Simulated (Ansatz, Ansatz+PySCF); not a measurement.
```xyz
18

C     0.0000    0.0000    0.0000
C     1.2124    0.7000    0.0000
C     2.4249    0.0000    0.0000
C     3.6373    0.7000    0.0000
C     4.8497    0.0000    0.0000
C     6.0622    0.7000    0.0000
C     7.2746    0.0000    0.0000
C     8.4870    0.7000    0.0000
H     0.0000   -1.0900    0.0000
H    -0.9440    0.5450    0.0000
H     1.2124    1.7900    0.0000
H     2.4249   -1.0900    0.0000
H     3.6373    1.7900    0.0000
H     4.8497   -1.0900    0.0000
H     6.0622    1.7900    0.0000
H     7.2746   -1.0900    0.0000
H     8.4870    1.7900    0.0000
H     9.4310    0.1550    0.0000
```

Basis set: def2-SVP (spherical functions). Charge 0, multiplicity 1.

Computed with Ansatz (development build ahead of 0.2.0); each method stands on the lowest determinant of its kind that the runs found. Restricted functionals stand beside restricted open-shell atoms, which can lie above the unrestricted atoms usual in DFT and then raise those values.

The atomization energy at this shape (free ground-state atoms in the same class of orbitals less the molecule, no zero-point energy) of singlet C₈H₁₀:

```tsv
method	atomization energy
ωB97X (unrestricted)	1907.94 kcal/mol
PBE0 (unrestricted)	1938.72 kcal/mol
PBE0 (restricted)	1946.86 kcal/mol
RHF	1457.20 kcal/mol
```

**Question.** What does UHF give?

**Answer.** 1464.85 kcal/mol. Caution for ωB97X (unrestricted): the unrestricted determinant is spin contaminated. Caution for UHF: the unrestricted determinant is a mixture of spin states. Caution for RHF: an unrestricted determinant lies well below.

The shape needn't be a minimum at these levels.
